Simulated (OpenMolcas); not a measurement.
**What dynamic correlation does to the levels of Pb I**

```yaml
Program: OpenMolcas
Basis: ANO-RCC-VQZP [9s8p6d4f3g]
Scalar_Hamiltonian: DKH2, point nucleus
Active_space: 4 electrons in 8 orbitals (6s 6p 7s 7p)
State_averaging: 2S+1 = 3 even, 3 roots; 2S+1 = 1 even, 6 roots; 2S+1 = 5 odd, 1 root; 2S+1 = 3 odd, 5 roots (0 in the spin-orbit step)
Spin-orbit_coupling: RASSI with atomic mean-field integrals over the reference wave functions, term energies averaged over their components
```

Methods on the same reference wave functions:
A. CASSCF
B. SS-CASPT2, IPEA 0.25 Eh, imaginary shift 0.1 Eh (closed shells correlated: 5d)

Energies in cm⁻¹ above 6s² 6p² ³P₀, the measured ground level; measured values from NIST Handbook of Basic Atomic Spectroscopic Data.

| Level | A | B | Measured |
| --- | --- | --- | --- |
| 6s² 6p² ³P₀ | 0.0 | 0.0 | 0.0 |
| 6s² 6p² ³P₁ | 6239 | 6260 | 7819 |
| 6s² 6p² ³P₂ [63 %] | 9716 | 9110 | 10650 |
| 6s² 6p² ¹D₂ [63 %] | 19284 | 17990 | 21458 |
| 6s² 6p² ¹S₀ | 26720 | 26590 | 29467 |

Deviations, from unrounded energies. A percentage is the sum of absolute deviations over the sum of measured energies, with the sign that they share, or ± where signs differ.

| Against measurement | Levels | A | B |
| --- | --- | --- | --- |
| mean absolute deviation (cm-1) | 4 | 1900 | 2400 |
| fine structure of the ground term (%) | 2 | -13.6 | -16.8 |
| other terms of the ground configuration (%) | 2 | -9.7 | -12.5 |

A lies closest to measurement on these levels. The largest miss of A in the table is 6s² 6p² ¹S₀, by -2700 cm-1. The ranking rests on the paired levels alone, and a cruder setting can come out closer through cancelling errors.

From A to B the spin-free energies of the other terms of 6s² 6p² shown, above ³P, scale by factors of 0.73 to 0.99.

The lowest spin-free term lies below A's lowest term by 0.459 hartree in B.

Term energies are means over components that CASPT2 splits; among the terms shown or strongly mixed into the levels shown the widest spread is 58 cm-1 (6s² 6p² ¹D, B). Some high roots are left out of the spin-orbit mixing, which shifts the levels that they would mix with. Active for correlation alone: 7p 7s; no level in the range computed is led by a configuration that fills them, so any true level of that kind is missing. Spin-orbit splittings of 6p shells tend to come out small when the coupling is added on scalar orbitals. Measured partners are found by configuration, term and J. A level has none where our copy of the source lacks it or the pairing is in doubt (some pairs that miss far off the trend of their configuration count as doubtful), and it then counts in no deviation. Where the source uses jj or jK labels, the order within each J decides. Only configurations of the active space appear. The table leaves out levels that lie high or whose names do not pair safely across all columns.

A share in square brackets marks a mixed level and gives the weight of the term that names it, the lowest over the columns.
